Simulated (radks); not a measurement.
Task: The osmium ion Os45+, 31 electrons, occupied as [Ar] 3d10 4s2 4p1. Calculated with a radial shooting solver on a logarithmic mesh with Libxc functionals: Dirac Kohn-Sham, PBEsol, spin-unpolarised, spherical densities, finite nucleus; open shells fill j = l - 1/2 first; Fermi nuclear charge, rms radius 5.4126 fm.

Spin-orbit splittings of the eigenvalues, e(l+1/2) - e(l-1/2), with zeta = 2 splitting/(2l+1) and mean radii in bohr:

shell  occ.  splitting (eV)  zeta (eV)  <r> j=l-1/2  <r> j=l+1/2
2p        6            1536       1024      0.06120      0.06935
3p        6           348.7      232.5       0.1800       0.1941
3d       10           76.71      30.68       0.1688       0.1731
4p        1               ?          ?       0.3745       0.3943

Estimate the 4p splitting.

Result: 116.7 eV (zeta = 77.80 eV).
